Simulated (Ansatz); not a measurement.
Reactions of `OB1CO1`.

Calculated with Ansatz (gas phase, PBE0-D4/def2-TZVP geometries, no zero-point term in ΔE). CCSD(T)/CBS adds triple-zeta CCSD(T) − MP2 to the extrapolated MP2 energy (def2 sets, frozen cores). This one scheme is used for every species, atoms too. Functionals use def2-TZVPP. B3LYP here is the variant with VWN-RPA as its local correlation; programs differ in this. Open shells (•) are unrestricted, without spin–orbit coupling. Spin–orbit coupling would lower the free atoms: a little for B, C, O. def2 core potentials past Kr. Bonds to Ga, In are less sure, by a few kJ/mol each and by 10 to 20 or more in all where they break to atoms, as the def2 sets lack core-valence functions. Scalar relativity is left out up to krypton. Each species was taken in one conformer, which may not be the lowest.

```
                                                     reaction  B3LYP-D4 (kJ/mol)  ωB97M-V (kJ/mol)  r2SCAN-D4 (kJ/mol)
           `OB1CO1` + `B[O][GaH2]` → `BOB1CO1` + `[OH][GaH2]`                 21                20                  21
          `OB1CO1` + `CCC[SiH2]Cl` → `ClB1CO1` + `CCC[SiH2]O`                 52                52                  51
                `OB1CO1` + `NC1=NCC1` → `NB1CO1` + `OC1=NCC1`                 17                14                  16
                                         `OB1CO1` → `BC(=O)O`                154               166                 161
            `OB1CO1` + `OCOC[SiH3]` → `[SiH3]B1CO1` + `OCOCO`                152               153                 149
                              `OB1CO1` + H–F → `FB1CO1` + H₂O                 -8                -8                  -8
                             `OB1CO1` → B• + C• + 3 H• + 2 O•               2971              2991                3000
                             `OB1CO1` + HCl → `ClB1CO1` + H₂O                 38                37                  35
 `OB1CO1` + `Cl[CH](Cl)[InH2]` → `[InH2][B]1CO1` + `OC(Cl)Cl`                145               142                 140
`OB1CO1` + `B[SiH](F)[SiH2]N` → `BB1CO1` + `N[SiH2][SiH](O)F`                -14               -17                 -16
```

(1) Give the CCSD(T)/CBS values in the same order. (Best estimate.)

Largest T1 diagnostic: 0.019, for `BC(=O)O`.

## Answers

(1) The calculation gave: 15, 50, 17, 167, 149, -7, 2967, 32, 149, -17 kJ/mol.
